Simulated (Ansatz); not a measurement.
Job for Ansatz (a program for electronic structure): R-CCSD(T)/cc-pVDZ on GeH5N (SMILES [NH2][GeH3]), a point of a torsion scan. The run froze 15 orbitals, filled d shells among them.

Ansatz 0.2 input:
```yaml
crystal:
  periodic: [false, false, false]
  atoms:
    - {symbol: N, position_ang: [1.08634029, -0.12894171, 0.18066092]}
    - {symbol: Ge, position_ang: [-0.69426002, 0.10520377, -0.01178795]}
    - {symbol: H, position_ang: [1.68401781, 0.67590632, 0.07576069]}
    - {symbol: H, position_ang: [1.51762598, -0.92201986, -0.26790922]}
    - {symbol: H, position_ang: [-1.23737544, -0.72890281, -1.13217131]}
    - {symbol: H, position_ang: [-1.35512168, -0.32299291, 1.26140408]}
    - {symbol: H, position_ang: [-0.97409156, 1.55215722, -0.25599447]}
basis:
  gaussian:
    orbitals: cc-pVDZ
magnetization: {spin_polarized: false}
correlation: {method: ccsd_t, electrons: outside_noble_gas}
scf: {lower_state_search: off}
```

### Question
Give the final energy of this run.

### Answer
-2133.0075 hartree (reference determinant -2132.6881, T1 diagnostic 0.010).
